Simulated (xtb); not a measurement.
hydrogen isocyanide (CHN), singlet, geometry from GFN2-xTB, atoms displaced at random by about 0.1 Å a coordinate; GFN2-xTB in xtb.

Input for xtb:
```
$ xtb mol.xyz --gfn 2 --opt extreme --json

# file mol.xyz
3

C      0.03603368    -0.20214315    -0.77428932
N     -0.15785822    -0.03006369     0.52183902
H      0.08613548    -0.02248828     1.34159984
```

What the program printed (banner, timings and long lists left out):

```
   ID    Z sym.   atoms
    1    6 C      1
    2    7 N      2
    3    1 H      3

           -------------------------------------------------
          |                Calculation Setup                |
           -------------------------------------------------

           -------------------------------------------------
          |                 G F N 2 - x T B                 |
           -------------------------------------------------

          ...................................................
          :                      SETUP                      :
          :.................................................:
          :  # basis functions                   9          :
          :  # atomic orbitals                   9          :
          :  # shells                            5          :
          :  # electrons                        10          :
          :  max. iterations                   250          :
          :  Hamiltonian                  GFN2-xTB          :
          :  restarted?                      false          :
          :  GBSA solvation                  false          :
          :  PC potential                    false          :
          :  electronic temp.          300.0000000     K    :
          :  accuracy                    1.0000000          :
          :  -> integral cutoff          0.2500000E+02      :
          :  -> integral neglect         0.1000000E-07      :
          :  -> SCF convergence          0.1000000E-05 Eh   :
          :  -> wf. convergence          0.1000000E-03 e    :
          :  Broyden damping             0.4000000          :
          :  net charge                          0          :
          :  unpaired electrons                  0          :
          ...................................................

 iter      E             dE          RMSdq      gap      omega  full diag
   1     -5.3100132 -0.531001E+01  0.121E+01    4.48       0.0  T
   2     -5.1731068  0.136906E+00  0.128E+01    3.89       1.0  T
   3     -5.4929635 -0.319857E+00  0.643E+00    4.09       1.0  T
   4     -5.1859502  0.307013E+00  0.992E+00    4.31       1.0  T
   5     -5.4996874 -0.313737E+00  0.152E+00    4.33       1.0  T
   6     -5.5028551 -0.316764E-02  0.991E-01    4.35       1.0  T
   7     -5.5054320 -0.257696E-02  0.149E-01    4.38       1.0  T
   8     -5.5054319  0.157475E-06  0.139E-01    4.38       1.0  T
   9     -5.5054949 -0.629628E-04  0.367E-02    4.37       1.6  T
  10     -5.5054954 -0.541700E-06  0.324E-02    4.37       1.8  T
  11     -5.5054984 -0.298277E-05  0.128E-02    4.37       4.5  T
  12     -5.5054989 -0.500450E-06  0.364E-03    4.37      15.9  T
  13     -5.5054989 -0.436726E-07  0.167E-04    4.37     346.7  T
  14     -5.5054989 -0.830145E-10  0.117E-05    4.37    4946.4  T

   *** convergence criteria satisfied after 14 iterations ***

         :::::::::::::::::::::::::::::::::::::::::::::::::::::
         ::                     SUMMARY                     ::
         :::::::::::::::::::::::::::::::::::::::::::::::::::::
         :: total energy              -5.408441800305 Eh    ::
         :: gradient norm              0.498990177250 Eh/a0 ::
         :: HOMO-LUMO gap              4.373037289201 eV    ::
         ::.................................................::
         :: SCC energy                -5.505498919758 Eh    ::
         :: -> isotropic ES           -0.010912260976 Eh    ::
         :: -> anisotropic ES         -0.001599357323 Eh    ::
         :: -> anisotropic XC          0.015765550158 Eh    ::
         :: -> dispersion             -0.000495837976 Eh    ::
         :: repulsion energy           0.097057119453 Eh    ::
         :: add. restraining           0.000000000000 Eh    ::
         :: total charge               0.000000000000 e     ::
         :::::::::::::::::::::::::::::::::::::::::::::::::::::

      -----------------------------------------------------------
[...]
 * total energy  :    -5.4084418 Eh     change       -0.4112266E-12 Eh
 * total energy  :    -5.4679475 Eh     change       -0.5950571E-01 Eh
 * total energy  :    -5.4688433 Eh     change       -0.8958371E-03 Eh
 * total energy  :    -5.4697387 Eh     change       -0.8953647E-03 Eh
 * total energy  :    -5.4710395 Eh     change       -0.1300805E-02 Eh
 * total energy  :    -5.4714424 Eh     change       -0.4028740E-03 Eh
 * total energy  :    -5.4721277 Eh     change       -0.6853143E-03 Eh
 * total energy  :    -5.4721571 Eh     change       -0.2943561E-04 Eh
 * total energy  :    -5.4721596 Eh     change       -0.2471093E-05 Eh
 * total energy  :    -5.4721598 Eh     change       -0.2046293E-06 Eh
 * total energy  :    -5.4721599 Eh     change       -0.7200432E-07 Eh
 * total energy  :    -5.4721599 Eh     change       -0.5238476E-11 Eh
   *** GEOMETRY OPTIMIZATION CONVERGED AFTER 12 ITERATIONS ***
[...]
         ::                     SUMMARY                     ::
         :::::::::::::::::::::::::::::::::::::::::::::::::::::
         :: total energy              -5.472159888284 Eh    ::
         :: gradient norm              0.000000739255 Eh/a0 ::
         :: HOMO-LUMO gap              5.799313671930 eV    ::
         ::.................................................::
         :: SCC energy                -5.585773585522 Eh    ::
         :: -> isotropic ES           -0.006408106140 Eh    ::
         :: -> anisotropic ES         -0.002847037021 Eh    ::
         :: -> anisotropic XC          0.017786668938 Eh    ::
         :: -> dispersion             -0.000501744891 Eh    ::
         :: repulsion energy           0.113613697238 Eh    ::
         :: add. restraining           0.000000000000 Eh    ::
         :: total charge              -0.000000000000 e     ::
         :::::::::::::::::::::::::::::::::::::::::::::::::::::

           -------------------------------------------------
          |                Property Printout                |
           -------------------------------------------------

    * Orbital Energies and Occupations

         #    Occupation            Energy/Eh            Energy/eV
      -------------------------------------------------------------
         1        2.0000           -0.6643855             -18.0788
         2        2.0000           -0.5886061             -16.0168
         3        2.0000           -0.5000069             -13.6059
         4        2.0000           -0.5000069             -13.6059
         5        2.0000           -0.4364303             -11.8759 (HOMO)
         6                         -0.2233094              -6.0766 (LUMO)
         7                         -0.2233094              -6.0766
         8                          0.0528450               1.4380
         9                          1.0153262              27.6284
      -------------------------------------------------------------
                  HL-Gap            0.2131209 Eh            5.7993 eV
             Fermi-level           -0.3298699 Eh           -8.9762 eV

     #   Z          covCN         q      C6AA      α(0)
     1   6 C        0.910    -0.105    38.743    10.417
     2   7 N        1.771    -0.078    23.462     7.172
     3   1 H        0.861     0.183     1.199     1.715

 Mol. C6AA /au·bohr⁶  :        147.450285
 Mol. C8AA /au·bohr⁸  :       3592.038818
 Mol. α(0) /au        :         19.304458

Wiberg/Mayer (AO) data.
largest (>0.10) Wiberg bond orders for each atom

 ---------------------------------------------------------------------------
     #   Z sym  total        # sym  WBO       # sym  WBO       # sym  WBO
 ---------------------------------------------------------------------------
     1   6 C    2.779 --     2 N    2.726
     2   7 N    3.641 --     1 C    2.726     3 H    0.914
     3   1 H    0.967 --     2 N    0.914
 ---------------------------------------------------------------------------

Topologies differ in total number of bonds
Writing topology from bond orders to xtbtopo.mol

molecular dipole:
                 x           y           z       tot (Debye)
 q only:        0.011       0.049       0.572
   full:        0.020       0.092       1.065       2.718
molecular quadrupole (traceless):
                xx          xy          yy          xz          yz          zz
 q only:       -0.516      -0.004      -0.536      -0.001      -0.053       1.052
  q+dip:       -0.979      -0.007      -1.016      -0.001      -0.094       1.995
   full:       -0.110      -0.011      -0.166      -0.049      -0.318       0.277

optimized geometry written to: xtbopt.xyz

           -------------------------------------------------
          | TOTAL ENERGY               -5.472159888284 Eh   |
          | GRADIENT NORM               0.000000739255 Eh/α |
          | HOMO-LUMO GAP               5.799313671930 eV   |
           -------------------------------------------------
```
